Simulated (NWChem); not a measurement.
CH$_{4}$O$_{4}$Si; SMILES O=C(O)[SiH](O)O

```xyz
10

O     -1.0944     1.4080     0.6327
C     -0.1026     1.0587     0.0345
O      0.8695     1.9037    -0.3065
Si     0.1020    -0.7909    -0.4348
O     -1.4170    -1.3868    -0.1883
O      1.2507    -1.3536     0.6146
H      0.6139     2.7842     0.0222
H      0.4880    -1.0504    -1.8435
H     -1.9334    -0.8071     0.3899
H      1.5395    -2.2661     0.5207
```
Atoms are numbered in this order, from 1.

Structure relaxed at the PBE0/def2-SVP level.

### Question
Give the principal values of the shielding tensors (ppm) of O1, C2, O3, Si4, O5 from B3LYP/6-311G** (spherical d), GIAO (NWChem), with their diamagnetic and paramagnetic parts as GIAO splits them.

### Answer
```csv
atom,σ11,σ22,σ33,isotropic,diamagnetic,paramagnetic
O1,-458.3,-233.9,258.6,-144.5,398.8,-543.3
C2,-98.5,20.5,81.2,1.1,257.2,-256.1
O3,-73.4,153.4,240.0,106.7,388.0,-281.3
Si4,335.4,404.9,420.6,387.0,879.2,-492.2
O5,214.2,294.4,299.2,269.3,390.5,-121.2
```
